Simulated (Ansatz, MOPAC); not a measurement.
Molecule: H₄BSiO, net charge 0, doublet state. SMILES: O[B][SiH3]

Atoms: O1, B2, Si3, H4, H5, H6, H7. Bonds: O1-B2, O1-H4, B2-Si3, Si3-H5, Si3-H6, Si3-H7.

Bond lengths (Å) and angles (degrees) optimised at AM1 with MOPAC; PM3 with MOPAC; MNDO with MOPAC; HF/STO-3G with Ansatz (a first-principles code); B3LYP/LANL2DZ with Ansatz; MP2/6-31G* with Ansatz, each started from the B3LYP-D3(BJ)/def2-TZVP structure (Ansatz) of the last column. A row stands for all coordinates that are equal there; 8 of 11 kinds are shown. 6-31G* holds six Cartesian d functions. No wavenumbers were computed at MNDO, HF/STO-3G, B3LYP/LANL2DZ, MP2/6-31G*, so these may be saddle points.

| coordinate | AM1 | PM3 | MNDO | HF/STO-3G | B3LYP/LANL2DZ | MP2/6-31G* | B3LYP-D3(BJ)/def2-TZVP |
|---|---|---|---|---|---|---|---|
| O1-B2 | 1.305 | 1.306 | 1.298 | 1.333 | 1.366 | 1.349 | 1.333 |
| O1-H4 | 0.965 | 0.951 | 0.948 | 0.985 | 0.976 | 0.974 | 0.965 |
| B2-Si3 | 1.882 | 1.697 | 1.930 | 1.967 | 2.010 | 2.019 | 2.013 |
| Si3-H5 | 1.464 | 1.498 | 1.380 | 1.425 | 1.491 | 1.491 | 1.490 |
| Si3-H6 | 1.465 | 1.497 | 1.378 | 1.424 | 1.487 | 1.487 | 1.484 |
| O1-B2-Si3 | 137.6 | 158.2 | 132.0 | 123.2 | 128.4 | 125.7 | 129.4 |
| B2-O1-H4 | 108.5 | 114.6 | 119.5 | 113.0 | 121.6 | 112.5 | 115.8 |
| B2-Si3-H5 | 115.8 | 114.7 | 112.3 | 113.9 | 116.7 | 115.3 | 116.8 |

Mean signed difference of all 6 bond lengths from B3LYP-D3(BJ)/def2-TZVP: AM1 -0.037 Å, PM3 -0.054 Å, MNDO -0.076 Å, HF/STO-3G -0.035 Å, B3LYP/LANL2DZ 0.008 Å, MP2/6-31G* 0.007 Å.
